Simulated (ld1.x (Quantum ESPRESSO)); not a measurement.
## Configuration tests for Sr (TM)

```json
{"Element": "Sr", "Generator": "ld1.x (Quantum ESPRESSO) 7.5", "Type": "norm-conserving Troullier–Martins (Kleinman–Bylander form)", "Functional": "PBE", "Relativity": "scalar-relativistic", "Frozen core": "[Ar] 3d10 4s2", "Valence charge": "8", "Reference configuration": "4p6 4d0 5s2 5p0", "Partial waves": "5s (bound): rc 3.48 bohr; 4d (bound, empty): rc 2.98 bohr; 4p (bound): rc 1.98 bohr", "Local potential": "the p channel", "Core correction": "Bessel-smoothed model core inside 1.05 bohr"}
```

Energies are relative to the spin-unpolarised reference configuration 4p6 4d0 5s2 5p0; without spin polarisation the order of configurations can differ from experiment. Not all tests gave a result: 1 of 7 tests not solved or not reliable. Left out of the table: 4p5 4d0 5s2 5p0 (solver errors, printed error -11.8 eV).

| valence configuration | charge | ΔE all-electron (eV) | error AE − PS (meV) |
| --- | --- | --- | --- |
| 4p6 4d0 5s1 5p0 | +1 | 5.885 | +0.3 |
| 4p6 4d0 5s0 5p0 | +2 | 16.892 | +3.4 |
| 4p6 4d0 5s1.5 5p0 | +0.5 | 2.339 | 0.0 |
| 4p6 4d1 5s1 5p0 | 0 | 2.324 | -15 |
| 4p6 4d0 5s0 5p2 | 0 | 4.707 | +40 |

Problem. What are ΔE and the potential's error for 4p6 4d0.5 5s1.5 5p0?

Solution. ΔE = 1.146 eV all-electron; the error (AE − PS) is -4.8 meV.

Note: ghost state, extra bound levels that the all-electron valence spectrum of the same l lacks: s at -20.4 eV. A true bound ghost makes a file unfit for plane-wave use.
